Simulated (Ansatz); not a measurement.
AlFH4OSSi (`[F][Al]([SH])[O][SiH3]`), relaxed with RKS PBE-D4/def2-SVP in Ansatz from a rough embedded geometry. The force threshold is 0.03 eV/Å; the program also tests the step.

Total charge 0; spin multiplicity 1.

Start:

```xyz
9

F     0.564    1.002    2.598
Al    0.872    0.794    0.805
S     0.865    2.607   -0.508
O     1.188   -0.805    0.029
Si   -0.399   -1.418   -0.408
H    -0.506    2.510   -0.784
H    -0.275   -2.715   -1.042
H    -1.268   -1.505    0.735
H    -1.040   -0.470   -1.425
```

By how much does the energy fall, and how many steps does the optimiser take? (Estimate.)

The calculation gave: 104.62 kJ/mol, in 17 steps, 2 of them rejected.

Which bonds change most? (Estimate.)

Ansatz gave: F1–Al2 from 1.831 to 1.671 Å; Al2–O4 from 1.805 to 1.696 Å; O4–Si5 from 1.756 to 1.666 Å; Si5–H8 from 1.438 to 1.505 Å.

Give the relaxed structure. (Best estimate.)

Ansatz gave: 
```xyz
9

F     1.400    0.850    2.421
Al    0.765    1.110    0.897
S     0.978    3.089    0.018
O    -0.032   -0.135    0.065
Si   -0.700   -1.571   -0.450
H     0.315    2.693   -1.106
H     0.385   -2.546   -0.821
H    -1.551   -2.175    0.634
H    -1.560   -1.314   -1.658
```
